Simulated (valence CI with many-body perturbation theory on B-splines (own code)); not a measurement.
**Level structure of Sm⁵⁷⁺**

Computed by relativistic CI+MBPT: three valence electrons over a frozen Dirac-Fock core [He], a basis of 11 s, 11 p, 9 d, 7 f, 5 g, 2 h, 1 i functions for each j, with the one-electron correlation potential Σ1, the two-electron term Σ2, the three-electron term Σ3, Breit, model QED; selected CI, second order for the rest (own B-spline code, finite nucleus).

No measured spectrum was set against this ion. As an estimate, large intervals hold to a few tenths of a per cent, small ones and those within an open d or f shell to about a per cent.

Levels 91 to 101 of 101, with energies above the lowest level, (2s^2 2p1/2) J=1/2. "Leading %" is the weight of the configuration and term that name the level; weights of strongly mixed levels are sums over their largest components and can fall short. In the jj column 3d3/2^4 stands for four electrons in 3d with j = 3/2.

| No. | Configuration | Term | J | E (Ry) | Leading % | g | Second component | Leading jj |
| --- | --- | --- | --- | --- | --- | --- | --- | --- |
| 91 | 2p2 3p | 2P° | 1/2 | 617.16 | 86 | 0.647 | 8 % 2p2 3p 4D° | 2p1/2 2p3/2 3p3/2 (99 %) |
| 92 | 2p2 3d | 2G | 7/2 | 617.63 | 51 | 1.019 | 25 % 2p2 3d 2F | 2p1/2 2p3/2 3d3/2 (98 %) |
| 93 | 2p2 3d | 2D | 5/2 | 618.65 | 35 | 1.142 | 32 % 2p2 3d 2F | 2p1/2 2p3/2 3d3/2 (95 %) |
| 94 | 2p2 3d | 2D | 3/2 | 619.04 | 47 | 1.094 | 16 % 2p2 3d 4D | 2p1/2 2p3/2 3d3/2 (97 %) |
| 95 | 2p2 3d | 2P | 1/2 | 619.65 | 36 | 1.677 | 35 % 2p2 3d 4P | 2p1/2 2p3/2 3d3/2 (99 %) |
| 96 | 2p2 3d | 4D | 7/2 | 620.24 | 46 | 1.298 | 38 % 2p2 3d 4F | 2p1/2 2p3/2 3d5/2 (100 %) |
| 97 | 2p2 3d | 2P | 3/2 | 621.46 | 38 | 1.337 | 30 % 2p2 3d 4P | 2p1/2 2p3/2 3d5/2 (97 %) |
| 98 | 2p2 3d | 2G | 9/2 | 621.49 | 64 | 1.175 | 36 % 2p2 3d 4F | 2p1/2 2p3/2 3d5/2 (100 %) |
| 99 | 2p2 3d | 2F | 5/2 | 621.57 | 43 | 1.136 | 23 % 2p2 3d 4D | 2p1/2 2p3/2 3d5/2 (96 %) |
| 100 | 2p2 3d | 2D | 5/2 | 622.76 | 60 | 1.240 | 25 % 2p2 3d 4P | 2p1/2 2p3/2 3d5/2 (97 %) |
| 101 | 2p2 3d | 2F | 7/2 | 623.20 | 68 | 1.121 | 14 % 2p2 3d 2G | 2p1/2 2p3/2 3d5/2 (98 %) |
